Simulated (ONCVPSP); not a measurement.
**What the settings do to the ONCV potential of helium**

Base potential:

- Element: He
- Generator: ONCVPSP 4.0.1
- Type: optimised norm-conserving Vanderbilt (ONCV)
- Functional: PBE
- Relativity: scalar-relativistic
- Frozen core: none
- Valence charge: 2
- Reference configuration: 1s2
- Partial waves: 1s: rc 0.50 bohr, ncon 3, nbas 6, qcut 10.4 1/bohr, 2 projectors, debl 1.2 Ha; p scattering state at 0.22 Ha: rc 0.40 bohr, ncon 4, nbas 7, qcut 18.1 1/bohr, 2 projectors, debl 1.9 Ha
- Local potential: polynomial inside 0.30 bohr (lpopt 5, dvloc0 0 Ha)
- Core correction: none

All-electron outer shells of the reference configuration (PBE, scalar-relativistic, ld1.x):

```csv
shell,level (eV),outermost node (bohr),outermost maximum (bohr)
1s,-15.76,–,0.56
```

Cutoffs, loose and tight: the cutoffs (Ha) at which the residual kinetic energy of the hardest occupied pseudo-wave falls to 1 and 0.1 mHa per electron. They do not see the model core or the augmentation charge, which bear on the density cutoff. Test errors are all-electron minus pseudo excitation energies from the reference, over the configurations 1s1; 1s1.5. A dash means not determined; rows that change the core or the reference have their own tests.

```tsv
change	outcome	cutoff, loose	cutoff, tight	bound ghosts	GHOST(+) flags above zero	largest test error (meV)
base	generated	149 Ha	364 Ha	none	s, p	+4.1
s: nproj 1	generated	149 Ha	364 Ha	none	p	+3.8
s: qcut 13.6	generated	79 Ha	192 Ha	none	p	+2.9
p: rc 0.58	generated	149 Ha	364 Ha	none	s	+4.1
s: debl 2.55	generated	149 Ha	364 Ha	none	p	+4.2
local potential polynomial inside 0.40 bohr (lpopt 5, dvloc0 0 Ha)	generated	149 Ha	364 Ha	none	s	+4.1
```

Problem. What comes out with this change to the base: s: qcut 9.5?

Solution. outcome: generated; cutoff, loose: 245 Ha; cutoff, tight: 381 Ha; bound ghosts: none; GHOST(+) flags above zero: s, p; largest test error (meV): +4.3.

Problem. What comes out with this change to the base: s: qcut 11.3; p: qcut 19.6?

Solution. outcome: generated; cutoff, loose: 83 Ha; cutoff, tight: 345 Ha; bound ghosts: none; GHOST(+) flags above zero: s, p; largest test error (meV): +3.8.
